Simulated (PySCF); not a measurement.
**Ionisation energy of V(2+) by level of theory**

V(2+) [Ar] 3d3 (4F) → V(3+) [Ar] 3d2 (3F), as a difference of total energies. All numbers are calculated (PySCF 2.14, scalar relativity by spin-free X2C-1e, in aug-cc-pVQZ-DK (9s8p6d4f3g2h, 140 functions)). Correlated levels: valence: [Ar] frozen. The calculations carry no spin-orbit coupling.

| method | ionisation energy (eV) |
| --- | --- |
| UHF | 28.164 |
| LDA | 30.070 |
| PBE | 29.812 |
| PBE0 | 29.638 |
| r2SCAN | 29.765 |
| BHandHLYP | 29.353 |
| PBEsol | 29.806 |
| B97-3 | 29.398 |
| MP2 (valence) | 28.572 |
| SCS-MP2 (valence) | 28.300 |

A first-order spin-orbit estimate (lowest level to lowest level, LS coupling) adds -0.009 eV.

**Question.** Which method comes closest to the reference value, and which is furthest?

**Answer.** The reference is 29.311 eV (measured; NIST Atomic Spectra Database, ionization energies). Closest: BHandHLYP (error 0.034 eV); furthest: UHF (error -1.156 eV), both after the spin-orbit estimate.
